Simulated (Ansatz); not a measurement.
One change: `[CH3][GeH2][SeH]` becomes `Cl[CH2][GeH2][SeH]`.

Ansatz, PBE0-D4/def2-TZVP geometries, multiplicity 1. Each molecule was computed in one conformer, which needn't be the lowest.

Scalar relativity is left out up to krypton.

```json
{"property": "LUMO energy (ωB97M-V/def2-TZVPP) / eV", "`[CH3][GeH2][SeH]`": "1.84"}
{"property": "HOMO energy (PBE/def2-TZVPP) / eV", "`[CH3][GeH2][SeH]`": "-5.65"}
{"property": "HOMO energy (ωB97M-V/def2-TZVPP) / eV", "`[CH3][GeH2][SeH]`": "-8.96"}
{"property": "HOMO–LUMO gap (PBE/def2-TZVPP) / eV", "`[CH3][GeH2][SeH]`": "4.78"}
{"property": "size of the dipole moment (ωB97M-V/def2-TZVPP) / D", "`[CH3][GeH2][SeH]`": "1.79"}
{"property": "HOMO–LUMO gap (PBE0/def2-TZVPP) / eV", "`[CH3][GeH2][SeH]`": "6.81"}
```

Task: Give the same properties after the change, and the shifts. (An estimate is asked.)

Result: The calculation gave: 
```
                                          property  `Cl[CH2][GeH2][SeH]`  shift
             LUMO energy (ωB97M-V/def2-TZVPP) / eV                  1.57  -0.27
                 HOMO energy (PBE/def2-TZVPP) / eV                 -5.86  -0.21
             HOMO energy (ωB97M-V/def2-TZVPP) / eV                 -9.18  -0.22
               HOMO–LUMO gap (PBE/def2-TZVPP) / eV                  4.73  -0.05
size of the dipole moment (ωB97M-V/def2-TZVPP) / D                  2.37   0.58
              HOMO–LUMO gap (PBE0/def2-TZVPP) / eV                  6.76  -0.05
```

With PBE0 the HOMO falls by 0.22 eV and the LUMO falls by 0.27 eV, so the gap narrows by about 0.05 eV. PBE moves the HOMO by -0.21 eV and ωB97M-V by -0.22 eV. Dipoles are sizes alone; their direction can turn.

Spin–orbit coupling is left out; it splits and shifts lone-pair levels of the heavy atoms by tenths of an eV.
